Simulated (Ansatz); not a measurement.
Wavefunction ladder for `C[S][Mg][Cl]`

Cartesian coordinates in Å:
```
C 1.125 -0.305 -0.452
S 0.316 1.305 -0.142
Mg -1.720 0.721 0.688
Cl -3.667 0.145 1.483
H 0.582 -0.899 -1.187
H 2.113 -0.086 -0.855
H 1.252 -0.881 0.465
```

Charge 0, multiplicity 1. Correlated methods include outer-core shells of Mg, which these sets cover unevenly. The geometry is a stationary point of PBE0-D4/def2-TZVP. It is one conformer, not always the lowest. Frozen core, restricted reference, Ansatz 0.2.0. CBS rows extrapolate triple and quadruple zeta; past MP2 they add the triple-zeta difference. For Mg the program correlates outer-core shells too, which these sets cover unevenly, so the extrapolated numbers aren't a true limit.

```tsv
basis	HF (Eh)	MP2 corr.
def2-SVP	-1096.00565	-0.43789
def2-TZVPP	-1096.41522	-0.73325
def2-QZVPP	-1096.45034	-0.82183
```

Question: Estimate the CCSD correlation energy and the (T) correction in each basis where they were run (hartree).

Answer: 
```json
{"basis": "def2-SVP", "CCSD corr.": "-0.48006", "(T)": "-0.01239"}
{"basis": "def2-TZVPP", "CCSD corr.": "-0.78316", "(T)": "-0.02748"}
{"basis": "CBS(def2)", "CCSD corr.": "-0.93736", "(T)": "as TZ"}
```
